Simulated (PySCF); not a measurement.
C3H3Cl, SMILES C#CCCl (PBE/def2-SVP optimised geometry):

```
7

C      1.150    -0.599     0.000
C     -0.072    -0.581     0.000
C     -1.523    -0.581     0.000
Cl    -2.231     1.094     0.000
H      2.231    -0.612     0.000
H     -1.922    -1.094     0.898
H     -1.922    -1.094    -0.898
```

Level of theory: PBE/def2-TZVP run with PySCF.

Q: What are the frontier orbital energies and the dipole moment?

A: HOMO-2 -7.42 eV, HOMO-1 -7.01 eV, HOMO -6.84 eV, LUMO -1.64 eV, LUMO+1 -0.45 eV; dipole moment 1.67 D.

Meta-Löwdin charges at PBE/def2-TZVP: C1 -0.19, C2 -0.03, C3 -0.17, Cl4 -0.11, H5 0.18, H6 0.16, H7 0.16.
